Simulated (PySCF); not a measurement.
**Telling isomers of C5H11ClO3Si apart by NMR**

Relativity neglected, one conformer, rapidly exchanging positions averaged, no solvent model. Geometry: GFN2-xTB; shielding tensors at PBE0/pcSseg-1 (GIAO); PySCF 2.14.0 with density-fitted response routines.

Chemical shifts δ = σref − σ; $^{1}$H and $^{13}$C against TMS, all at this level. Where no couplings were computed, multiplicities follow the n + 1 count of equivalent neighbours, and m marks all less simple cases (inequivalent or close neighbours, rings, F or P nearby). Shifts are as computed. Against solution values, carbons near 30 ppm lie about +3 ppm off and those near 130 ppm about +5 ppm. Of 1211 compounds with measured shifts, 218 miss one by over three times the rms of a fit or turn the order of signals round; such compounds aren't used in these exercises.

(1) Tabulate the signals of `CO[C@@H](C)[Si@H](Cl)OC(C)=O`, `COC(=O)[Si@@H](Cl)[C@@H](C)OC` and their relative energies.

(2) What is the quickest way to tell CO[C@@H](C)[Si@H](Cl)OC(C)=O from COC(=O)[Si@@H](Cl)[C@@H](C)OC?

Results:

(1) 
```json
{"SMILES": "CO[C@@H](C)[Si@H](Cl)OC(C)=O", "carbon types": "1×C 1×CH 3×CH3", "δC": "176.0, 77.4, 59.8, 24.6, 14.7", "δH": "5.49 (d, 1H), 3.54 (s, 3H), 3.10 (m, 1H), 2.17 (s, 3H), 1.51 (d, 3H)", "E rel. (kcal/mol)": "0.0"}
{"SMILES": "COC(=O)[Si@@H](Cl)[C@@H](C)OC", "carbon types": "1×C 1×CH 3×CH3", "δC": "186.8, 77.1, 59.9, 51.8, 14.2", "δH": "4.91 (d, 1H), 3.97 (s, 3H), 3.58 (s, 3H), 3.41 (m, 1H), 1.49 (d, 3H)", "E rel. (kcal/mol)": "35.0"}
```

Energies are electronic energies at PBE0/pcSseg-1 on these geometries, without zero-point or thermal terms, each for the one conformer computed, which needn't be the lowest.

(2) Both give the same number of carbon signals, with the same numbers of each carbon type, so the positions decide. The first has a carbonyl carbon (C) at 176.0 ppm, the second a carbonyl carbon (C) at 186.8 ppm. In the proton spectra the most deshielded non-exchanging signals are 5.49 (d, 1H) and 4.91 (d, 1H).
